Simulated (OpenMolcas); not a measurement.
W2+ (d4) among equal point charges was computed by CASSCF with the d shell active (OpenMolcas, ANO-RCC-VDZP on the metal). Its lowest spin-free states, and all those of the highest spin:

```json
{"2S+1": "5", "Degeneracy": "1", "E (cm-1)": "0.0"}
{"2S+1": "5", "Degeneracy": "1", "E (cm-1)": "649.9"}
{"2S+1": "3", "Degeneracy": "1", "E (cm-1)": "4892"}
{"2S+1": "3", "Degeneracy": "2", "E (cm-1)": "5166"}
{"2S+1": "5", "Degeneracy": "2", "E (cm-1)": "11274"}
{"2S+1": "5", "Degeneracy": "1", "E (cm-1)": "11585"}
{"2S+1": "1", "Degeneracy": "1", "E (cm-1)": "12106"}
{"2S+1": "1", "Degeneracy": "2", "E (cm-1)": "12350"}
{"2S+1": "1", "Degeneracy": "1", "E (cm-1)": "13004"}
{"2S+1": "1", "Degeneracy": "1", "E (cm-1)": "13334"}
{"2S+1": "3", "Degeneracy": "1", "E (cm-1)": "14178"}
{"2S+1": "3", "Degeneracy": "2", "E (cm-1)": "14545"}
```

Task: Is the site octahedral, tetrahedral or cube-like, axial, or of lower symmetry?

Result: The states with 2S+1 = 5 have orbital degeneracies 1, 1, 2, 1. There are pairs but no triples, so the site is axial: not cubic, but with a proper or improper axis of order three or more. The run had W2+ among 6 point charges of -1.7 e arranged as a tetragonal octahedron (D4h), 2.34 Å from the ion, with the axial distance 2.317 Å. The active orbitals were held to one l.

Spin-orbit coupling mixes the spin-free states strongly: the lowest level takes only 32 % from its leading state, 5A1. Without dynamic correlation the repulsion within the d shell is too large (B by tens of per cent), so at a given field states of lower spin stand too high. This shell can be high or low spin here, a state of another spin lies low, and with metal d orbitals alone active their balance is uncertain, so the ground spin may be wrong. Point charges give a weaker field than real ligands, and real ions of this kind are as a rule low spin; the high spin found here belongs to the model. This is an electrostatic model: the charges have no orbitals. No measured value stands beside these numbers.
